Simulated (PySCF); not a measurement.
# Dipole response of Sn (tin, neutral)

[Kr] 4d10 5s2 5p2, high-spin 3P determinant. Computed with PySCF 2.14 in aug-cc-pwCVTZ-PP with ECP28MDF, with a scalar-relativistic core potential. Coupled (time-dependent) response in atomic units; α is the mean over directions.

```
method  mean α (bohr³)         α xx, yy, zz  C₆ (like pair)  S(−4)
   UHF           57.17  47.07, 62.21, 62.21           637.5   1118
   PBE           61.61  47.75, 68.55, 68.55           676.8   1580
  PBE0           58.48  46.46, 64.49, 64.49           641.4   1313
 B3LYP           59.30  46.61, 65.65, 65.65           645.7   1417
```

S(−4) is the Cauchy moment in α(ω) = α(0) + S(−4) ω² + …

Reference α: 53 ± 6 bohr³ (recommended; Schwerdtfeger and Nagle, table of static dipole polarizabilities (2023 update)). Published C₆: 659.0 (Chu and Dalgarno (2004); Tang, Norbeck and Certain (1976)).

Spin-orbit coupling is absent.

α(iu) at UHF:

```csv
u (hartree),α(iu) (bohr³)
0,57.17
0.0500,54.54
0.100,48.25
0.200,34.27
0.300,24.11
0.500,13.40
0.750,7.907
1.00,5.412
1.50,3.204
2.00,2.210
3.00,1.278
5.00,0.5911
```

A single London oscillator, α(iu) = α/(1 + u²/ω²), gives C₆ = (3/4) ω α². Matching the computed C₆ needs ω = 4 × 637.5 / (3 × 57.17²) = 0.260 hartree.

The components differ because the open shell of this determinant is not spherical; for a pure term their mean is the scalar polarisability.

Energies and moments cover only the electrons outside the core potential.
